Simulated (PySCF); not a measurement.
A geometry optimisation, step by step.

Compound: TiIMe3, C₃H₉ITi (singlet state).
Bonds: Ti1–I2, Ti1–C3, Ti1–C7, Ti1–C11. Hydrogens: H4, H5, H6 on C3; H8, H9, H10 on C7; H12, H13, H14 on C11.

Computed by this run: PBE0-D3(BJ)/def2-SVP geometry optimisation, gas phase, def2 core potentials past Kr (PySCF 2.14.0); density fitting, grid level 1; the optimiser is geomeTRIC in internal coordinates, started from a GFN2-xTB structure with every atom displaced at random (about 0.03 Å). The frame can shift and turn from step to step; on so coarse a grid that alone can change the energy by a few meV, and forces under 0.02 eV/Å are noise.

Step 0: E = -34460.1489 eV, largest atomic force 3.631 eV/Å
```
atom  x, y, z in Å  |  force x, y, z in eV/Å
Ti1     0.064   -0.073    0.510   -1.685   1.114   0.571
I2     -0.002    0.006    3.179    0.072  -0.052  -0.716
C3      1.867    0.001   -0.264    3.320   1.412   0.406
H4      2.569    0.875    0.184   -1.792  -1.512  -0.816
H5      2.009    0.048   -1.363   -0.350  -0.003   0.152
H6      2.430   -0.898    0.086   -0.383  -0.065  -0.070
C7     -0.944    1.659   -0.232    0.727  -0.729   2.172
H8     -1.965    1.683    0.129   -0.711  -0.315   0.470
H9     -1.017    1.767   -1.269    0.200   0.012  -2.291
H10    -0.482    2.563    0.191    0.355   0.036   0.067
C11    -0.985   -1.686   -0.182    0.056   2.227  -1.744
H12    -1.988   -1.666    0.165   -1.479   0.287   0.625
H13    -0.554   -2.541    0.190    1.509  -2.645   1.231
H14    -1.023   -1.783   -1.280    0.160   0.232  -0.059
```

Step 1: E = -34460.7332 eV, largest atomic force 0.902 eV/Å
```
atom  x, y, z in Å  |  force x, y, z in eV/Å
Ti1     0.027   -0.028    0.520   -0.210   0.102  -0.228
I2     -0.034    0.037    3.077    0.040  -0.008   0.349
C3      1.884    0.019   -0.263    0.876  -0.213  -0.033
H4      2.476    0.852    0.155   -0.165   0.191   0.087
H5      1.984    0.069   -1.361   -0.243  -0.047  -0.003
H6      2.410   -0.896    0.087   -0.202  -0.022  -0.077
C7     -0.923    1.605   -0.199   -0.315   0.302  -0.004
H8     -1.964    1.593    0.178    0.064  -0.069  -0.007
H9     -0.947    1.676   -1.300    0.102  -0.080   0.019
H10    -0.429    2.500    0.223    0.061  -0.030  -0.047
C11    -0.984   -1.638   -0.183   -0.099  -0.217  -0.119
H12    -2.029   -1.592    0.171    0.041   0.011   0.036
H13    -0.507   -2.549    0.222   -0.015   0.008   0.013
H14    -0.984   -1.692   -1.286    0.066   0.074   0.013
```

Step 2: E = -34460.7679 eV, largest atomic force 0.334 eV/Å
```
atom  x, y, z in Å  |  force x, y, z in eV/Å
Ti1     0.022   -0.019    0.527   -0.079   0.070   0.115
I2     -0.023    0.036    3.133    0.037  -0.014  -0.150
C3      1.898    0.011   -0.259    0.275  -0.187   0.032
H4      2.465    0.859    0.157   -0.044   0.120   0.064
H5      1.952    0.058   -1.360   -0.150  -0.012  -0.010
H6      2.401   -0.916    0.081   -0.075   0.009  -0.029
C7     -0.932    1.618   -0.202   -0.140   0.109  -0.043
H8     -1.974    1.599    0.171    0.067  -0.019  -0.031
H9     -0.935    1.664   -1.307    0.044  -0.057   0.097
H10    -0.429    2.512    0.209    0.012  -0.025  -0.030
C11    -0.979   -1.640   -0.190    0.008  -0.158   0.039
H12    -2.027   -1.597    0.162    0.084   0.002  -0.012
H13    -0.499   -2.554    0.215   -0.070   0.122  -0.050
H14    -0.962   -1.674   -1.293    0.030   0.040   0.006
```

Step 3: E = -34460.7818 eV, largest atomic force 0.108 eV/Å
```
atom  x, y, z in Å  |  force x, y, z in eV/Å
Ti1     0.017   -0.010    0.538   -0.006   0.043  -0.005
I2     -0.008    0.034    3.133    0.024  -0.009  -0.040
C3      1.901   -0.002   -0.247   -0.037  -0.023   0.098
H4      2.449    0.864    0.167   -0.004  -0.052  -0.024
H5      1.900    0.045   -1.349   -0.046   0.014  -0.008
H6      2.387   -0.937    0.082    0.041   0.024  -0.002
C7     -0.937    1.626   -0.203    0.013  -0.007  -0.002
H8     -1.979    1.604    0.161    0.008   0.024  -0.027
H9     -0.919    1.640   -1.307   -0.001  -0.024   0.037
H10    -0.428    2.522    0.193   -0.022   0.006  -0.014
C11    -0.967   -1.636   -0.192    0.051  -0.072   0.064
H12    -2.016   -1.597    0.153    0.025  -0.006  -0.026
H13    -0.486   -2.549    0.208   -0.045   0.070  -0.046
H14    -0.933   -1.647   -1.294    0.001   0.011  -0.003
```

Step 4: E = -34460.7855 eV, largest atomic force 0.137 eV/Å
```
atom  x, y, z in Å  |  force x, y, z in eV/Å
Ti1     0.014   -0.004    0.548   -0.018   0.026  -0.019
I2      0.004    0.032    3.138    0.015  -0.007  -0.001
C3      1.896   -0.010   -0.236   -0.116  -0.039   0.062
H4      2.442    0.858    0.170    0.051   0.001  -0.009
H5      1.865    0.039   -1.337   -0.004   0.009  -0.008
H6      2.386   -0.945    0.085    0.050   0.017  -0.008
C7     -0.939    1.629   -0.205    0.052  -0.038   0.033
H8     -1.984    1.614    0.149   -0.018   0.024  -0.015
H9     -0.910    1.623   -1.307   -0.008  -0.009  -0.016
H10    -0.432    2.531    0.180   -0.018   0.017  -0.009
C11    -0.959   -1.633   -0.192    0.039  -0.001   0.031
H12    -2.009   -1.601    0.143   -0.014  -0.004  -0.016
H13    -0.479   -2.546    0.201   -0.006   0.001  -0.016
H14    -0.914   -1.630   -1.295   -0.005   0.003  -0.007
```

Step 5: E = -34460.7880 eV, largest atomic force 0.077 eV/Å
```
atom  x, y, z in Å  |  force x, y, z in eV/Å
Ti1     0.008    0.001    0.561   -0.027   0.003  -0.007
I2      0.016    0.027    3.149    0.005  -0.004   0.018
C3      1.887   -0.018   -0.221   -0.055   0.024   0.048
H4      2.441    0.852    0.172    0.019  -0.019  -0.025
H5      1.828    0.035   -1.321    0.020   0.001  -0.007
H6      2.390   -0.950    0.088    0.027   0.002  -0.013
C7     -0.940    1.631   -0.207    0.042  -0.029   0.040
H8     -1.989    1.627    0.132   -0.021   0.010  -0.004
H9     -0.900    1.601   -1.308   -0.004   0.001  -0.038
H10    -0.438    2.541    0.162   -0.006   0.014  -0.008
C11    -0.951   -1.629   -0.192    0.007   0.045  -0.004
H12    -2.005   -1.606    0.131   -0.026  -0.003  -0.003
H13    -0.471   -2.545    0.191    0.022  -0.045   0.009
H14    -0.896   -1.611   -1.294   -0.003   0.000  -0.005
```

Step 6: E = -34460.7887 eV, largest atomic force 0.031 eV/Å
```
atom  x, y, z in Å  |  force x, y, z in eV/Å
Ti1     0.004    0.002    0.569   -0.016  -0.009   0.003
I2      0.019    0.023    3.157   -0.001  -0.002   0.009
C3      1.882   -0.019   -0.212   -0.018   0.009   0.012
H4      2.443    0.850    0.172    0.013   0.012  -0.006
H5      1.816    0.035   -1.313    0.013  -0.004  -0.003
H6      2.394   -0.948    0.089    0.003  -0.005  -0.008
C7     -0.939    1.630   -0.209    0.014  -0.007   0.017
H8     -1.992    1.633    0.122   -0.007   0.001   0.000
H9     -0.894    1.590   -1.310    0.000   0.001  -0.018
H10    -0.441    2.546    0.152    0.001   0.004  -0.006
C11    -0.949   -1.628   -0.191   -0.007   0.029  -0.007
H12    -2.006   -1.610    0.124   -0.010  -0.003   0.001
H13    -0.469   -2.546    0.187    0.014  -0.026   0.008
H14    -0.889   -1.602   -1.293    0.001   0.000  -0.002
```

Step 7: E = -34460.7889 eV, largest atomic force under 0.02 eV/Å
```
atom  x, y, z in Å  |  force x, y, z in eV/Å
Ti1     0.002    0.002    0.572   -0.002  -0.009   0.005
I2      0.016    0.021    3.161   -0.002  -0.001   0.001
C3      1.881   -0.017   -0.209    0.007   0.015   0.003
H4      2.444    0.853    0.172   -0.004  -0.001  -0.004
H5      1.815    0.036   -1.310    0.004  -0.002   0.000
H6      2.396   -0.946    0.090   -0.005  -0.004  -0.001
C7     -0.938    1.629   -0.210    0.000   0.004  -0.001
H8     -1.992    1.634    0.117    0.001  -0.002   0.000
H9     -0.891    1.585   -1.312    0.001  -0.001  -0.001
H10    -0.440    2.547    0.148    0.002  -0.001  -0.003
C11    -0.949   -1.628   -0.191   -0.008   0.006  -0.002
H12    -2.007   -1.612    0.122    0.001  -0.002   0.001
H13    -0.469   -2.547    0.185    0.003  -0.004   0.001
H14    -0.887   -1.600   -1.293    0.002   0.001   0.000
```

Q: Summarise the path.

A: The energy falls by 61.75 kJ/mol from step 0 to step 7; nine tenths of that is first reached at step 1. It falls at every step. The largest force goes from 3.631 to under 0.02 eV/Å. Among the bonds C3–H4 changes most, from 1.208 to 1.104 Å; the atoms move by 0.120 Å rms after alignment.

Q: Follow the three bonds and two angles with the largest change from start to end.

A: 
```
step  E above end (kJ/mol)  largest force (eV/Å)  C3–H4 (Å)  Ti1–C7 (Å)  Ti1–I2 (Å)  Ti1–C3–H5 (°)  H4–C3–H6 (°)
   0                 61.75                 3.631      1.208       2.137       2.672          120.7          99.9
   1                  5.37                 0.902      1.104       2.021       2.559          118.1         104.4
   2                  2.02                 0.334      1.102       2.030       2.607          115.5         107.1
   3                  0.69                 0.108      1.105       2.034       2.595          112.6         109.5
   4                  0.32                 0.137      1.103       2.035       2.590          111.0         109.9
   5                  0.09                 0.077      1.104       2.036       2.588          109.5         109.7
   6                  0.02                 0.031      1.103       2.036       2.588          109.1         109.4
   7                  0.00            under 0.02      1.104       2.036       2.589          109.1         109.4
```

What follows is the cost of the whole optimisation. On AMD EPYC, one thread (shared host), this took 2.7 min wall and 0.57 GiB of memory at its peak.
